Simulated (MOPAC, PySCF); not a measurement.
H$_{3}$BO$_{3}$, SMILES `B(O)(O)O`, neutral singlet in the gas phase. 

Cartesian coordinates (Å):
SMILES: OB(O)O
```xyz
7

O     -1.3063    -0.4052     0.0701
B      0.0000     0.0000     0.0000
O      1.0085    -0.9231     0.0798
O      0.2978     1.3283    -0.1500
H     -1.3959    -1.3573     0.1751
H      1.8827    -0.5260     0.0192
H     -0.4867     1.8833    -0.1944
```
Charge 0, spin multiplicity 1.

All levels are single points at this geometry (B3LYP-D3(BJ)/def2-TZVP); Pople sets use spherical d functions. Orbital energies aren't observables, and empty levels follow the basis.

```csv
level,HOMO (eV),LUMO (eV),gap (eV),dipole (D),"vertical IE, Delta-SCF (eV)"
B3LYP-D3(BJ)/def2-TZVP in PySCF,-9.03,0.18,9.21,0.00,11.90
M06-2X/def2-TZVP in PySCF,-11.12,1.12,12.24,0.00,12.44
B3LYP/3-21G in PySCF,-7.99,2.35,10.34,0.00,–
B3LYP/6-311+G** in PySCF,-9.13,-0.51,8.63,0.00,–
M06-2X/6-31G* in PySCF,-10.58,3.07,13.65,0.00,–
PM6 in MOPAC,-12.28,1.30,13.59,0.00,–
```
